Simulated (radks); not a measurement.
The numbers below are computed, except where a source is named.
Excited configurations of Pm48+: one electron is placed in a higher orbital outside [Ne] 3s2. The ground configuration is [Ne] 3s2 3p1. Code: a radial shooting solver on a logarithmic mesh with Libxc functionals. Model: Dirac Kohn-Sham, BLYP, spin-unpolarised, spherical densities, finite nucleus; open shells are shared between the two j in proportion to 2j + 1; Fermi nuclear charge, rms radius 4.962 fm. Excitation = E - E(ground); binding = E(ion) - E, where the ion is the core of charge +49; n* = 49/sqrt(2 binding) in atomic units. These energies are relativistic, and a one-electron ion of charge +49 with no core already has n* below n in this formula (Dirac formula, point nucleus, mean over j: 3d 2.990, 4p 3.968, 4d 3.986, 5s 4.944, 5p 4.966, 5d 4.984, 6d 5.982, 7s 6.941, 7p 6.963, 7f 6.989). The quantum defect is therefore taken as that value minus n*, so that it holds no relativistic shift of the bare ion. Eigenvalue and <r> are those of j = l + 1/2.

outer orbital  excitation (eV)  binding (eV)     n*  quantum defect  eigenvalue (eV)  <r> (bohr)
3d                      238.48        3833.5  2.919           0.071          -3761.1      0.2015
4p                      1851.1        2220.9  3.835           0.133          -2175.9      0.4348
4d                      1944.5        2127.5  3.919           0.068          -2094.7      0.4101
5s                      2627.5        1444.5  4.756           0.188          -1430.5      0.6922
5p                      2673.0        1399.0  4.832           0.134          -1375.0      0.7001
5d                      2718.8        1353.2  4.913           0.071          -1335.7      0.6795
6d                      3138.6        933.36  5.916           0.066          -922.91       1.016
7s                      3358.2        713.82  6.765           0.176          -707.91       1.401
7p                      3373.8        698.18  6.840           0.123          -688.67       1.435
7f                      3398.5        673.50  6.964           0.024          -666.47       1.366

The Delta-SCF ionisation energy is 4072.0 eV (NIST Atomic Spectra Database: 4166 eV, theoretical). Self-interaction in the functional shifts the binding energies and quantum defects, so they are the method's values and not measured ones. Spin polarisation and multiplet splitting are left out, so open shells lie too high by an amount that depends on their filling. Sharing an open shell by 2j + 1 raises it above the true ground level by a part of the spin-orbit splitting, which enters the differences from NIST.

Beside tabulated values, note that spin-unpolarised runs miss the spin-polarisation part of the exchange energy of open shells.
